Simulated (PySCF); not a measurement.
Compound: C5H7Cl3Si.
Atom-mapped SMILES: `[Cl:1][CH2:2][SiH2:3][C:4]1=[CH:5][C@@H:6]1[CH:7]([Cl:8])[Cl:9]`

Definitions: NICS(0) = −σiso at the ring centroid; NICS(1) = −σiso and NICS(1)zz = −σzz at ±1 Å along the ring normal z. Level: GIAO PBE0/pcSseg-1 (PySCF, non-relativistic, gas phase) on the GFN2-xTB geometry, one conformer.

Ring bond lengths (Å), with Mayer bond orders in brackets: C4–C5 1.306 (1.68), C5–C6 1.490 (0.94), C6–C4 1.520 (0.88).

**Question.** Give the NICS values of each ring in ppm.

**Answer.** 
```
    ring                                                    type  NICS(0)  NICS(1), two faces  NICS(1)zz, two faces  rms pucker (Å)  centre to ring atoms, mean (Å)
C4–C5–C6  3-membered carbocycle; formal bonds 1 double, 2 single    -29.7         -7.6 / -9.2         -13.7 / -19.9            0.00                            0.83
```

**Question.** What can be read from them?

**Answer.** 
- C4–C5–C6: mean NICS(1)zz -16.8 ppm, shielded. C6 has four or more neighbours, so the value isn't read as a sign of a π ring current. The two faces differ by 6.2 ppm, so no symmetry operation interchanges them. NICS(0) lies 21 ppm below the mean NICS(1).

**Question.** Give the inner angles of the rings and the Hirshfeld charges of the ring atoms.

**Answer.** 
- C4–C5–C6: C4 63.1° (-0.098 e), C5 65.5° (-0.023 e), C6 51.4° (-0.068 e); sum 180.0° against 180° for a flat convex ring.

**Question.** How shielded are the nuclei of the rings and their hydrogens (means over atoms taken as equivalent)?

**Answer.** 
| atoms | environment | σ isotropic (ppm) | principal values of the symmetric part, first atom (ppm) |
| --- | --- | --- | --- |
| C4 | fully substituted alkene carbon | 59.5 | -76.7, 68.2, 186.8 |
| C5 | alkene CH carbon | 42.4 | -116.4, 72.3, 171.3 |
| C6 | allylic carbon | 153.5 | 104.3, 121.8, 234.3 |
| H on C5 | vinylic hydrogen | 23.38 | 19.2, 24.5, 26.4 |
| H on C6 | methine hydrogen | 29.65 | 24.3, 28.0, 36.6 |

The values belong to the conformer `[Cl:1][CH2:2][SiH2:3][C:4]1=[CH:5][C@@H:6]1[CH:7]([Cl:8])[Cl:9]`: Cl1–C2–Si3–C4 -58°, C2–Si3–C4–C5 121°, C5–C6–C7–Cl8 -153°.
